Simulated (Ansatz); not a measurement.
C2H7ISn⁻, that is SnHMe2I with one electron more. Charge -1, multiplicity 2. Geometry r2SCAN-D4/def2-SVP, that of the neutral singlet; atoms count from 1.

Cartesian coordinates in Å:
```
Sn -0.1145 0.6899 -0.2636
H -0.6109 1.5210 -1.6835
C 1.7276 -0.3859 -0.5463
H 1.5931 -1.1597 -1.3173
H 2.0214 -0.8607 0.4005
H 2.5176 0.3095 -0.8623
C -1.6839 -0.5278 0.5638
H -2.5683 0.0929 0.7640
H -1.3376 -0.9779 1.5048
H -1.9510 -1.3251 -0.1464
I 0.4066 2.6237 1.5862
```

In the def2 sets I, Sn take a core potential; there is no spin–orbit coupling. The highest occupied level of the charge -1 doublet lies above zero (up to 1.55 eV). By energy differences it is unbound by 0.37 eV (vertical, against the charge 0 singlet, at PBE0-D4/def2-TZVPD) and held by the finite basis.

(1) Estimate the Mulliken populations from the PBE0/def2-TZVPD orbitals of Ansatz.

(2) Where does the spin sit?

(3) And the Mayer bond orders between heavy atoms (over 0.3)?

Answers

(1) 
```csv
atom,charge (e),spin (α − β)
Sn1,0.13,0.71
H2,-0.04,0.02
C3,-0.90,0.07
H4,0.23,0.00
H5,0.24,-0.05
H6,0.18,0.00
C7,-0.90,0.07
H8,0.17,0.00
H9,0.24,-0.05
H10,0.23,0.01
I11,-0.55,0.22
```
Mulliken values depend strongly on the basis. With diffuse functions, as here, like atoms can get unlike values, and bond orders can come out too low or too high.

(2) Summed by element: Sn 0.71, H -0.07, C 0.14, I 0.22, of 1 unpaired in all. Largest on single atoms: Sn1 0.71, I11 0.22, C7 0.07.

(3) Sn1–C3 0.93 (2.15 Å); Sn1–C7 0.93 (2.15 Å); Sn1–I11 0.42 (2.73 Å).
